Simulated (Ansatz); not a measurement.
Ideal-gas functions of CH₅ClGeSi, SMILES `Cl[CH]1[SiH2][GeH2]1` at 800 K and 1 bar, from an Ansatz frequency run at PBE0-D4/def2-TZVP.

Molar mass 153.2 g/mol, point group C1 (symmetry number 1), electronic degeneracy 1, moments of inertia 128.825, 284.822, 385.961 u Å². Harmonic wavenumbers (cm⁻¹, unscaled): 119, 170, 305, 375, 405, 454, 495, 575, 604, 676, 716, 826, 860, 900, 911, 1175, 2168, 2196, 2232, 2268, 3143.

Use S(trans) = R[1.5 ln M + 2.5 ln T − 1.1517]; rotational temperatures θ = 24.2544 K / I; S(rot) = R[ln(√π/σ · √(T³/θAθBθC)) + 1.5]; for each mode x = 1.438777 ν̃/T, S = R[x/(eˣ − 1) − ln(1 − e⁻ˣ)] and H = RT x/(eˣ − 1); 1 cm⁻¹ = 0.0119627 kJ/mol; R = 8.31446 J/(mol·K).

Problem. By hand: the entropy, in J/(mol·K).

Solution. Translation 192.1. Rotation: θ = 0.1883, 0.0852, 0.0628 K, giving 129.3. Vibration, mode by mode: 21.15, 18.20, 13.41, 11.75, 11.13, 10.23, 9.55, 8.40, 8.02, 7.18, 6.76, 5.75, 5.47, 5.16, 5.08, 3.49, 0.84, 0.81, 0.77, 0.73, 0.19, in all 154.1. Electronic 0.0. Sum 475.5 J/(mol·K).

Problem. By hand: H − E and G − E in kJ/mol, counted from the electronic energy.

Solution. Zero-point energy ½ × 21573 × 0.0119627 = 129.0; thermal vibration 63.4; translation, rotation and pV give 4 RT = 26.6. H − E = 219.0 kJ/mol, and G − E = 219.0 − 800 × 475.5/1000 = -161.4 kJ/mol.

Vibration gives 32 % of the entropy, 21.1 J/(mol·K) of it from the mode under 150 cm⁻¹: soft modes count most, and the harmonic formula is weakest for them. The sum counts one conformer and one mirror image; others add a mixing term.
